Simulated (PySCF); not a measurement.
## Correlation energy of Kr²⁺ (krypton, charge +2)

[Ar] 3d10 4s2 4p3 4d1, high-spin 5D determinant (an excited configuration). All numbers are calculated (PySCF 2.14, scalar relativity by spin-free X2C-1e, in aug-cc-pVDZ-DK). Frozen: [Ar] 3d10; 6 electrons correlated.

MP2 pair energies summed by pair of shells (mhartree):

```
 pair  energy  share (%)
4s-4p  -34.84       64.2
4p-4p  -10.18       18.7
4s-4s   -5.56       10.2
4s-4d   -1.97        3.6
4p-4d   -1.75        3.2
```

Total MP2 correlation energy: -54.30 mhartree.

Same-spin part -13.65 and opposite-spin part -40.65 mhartree; SCS-MP2 scales them by 1/3 and 6/5 to -53.33 mhartree.
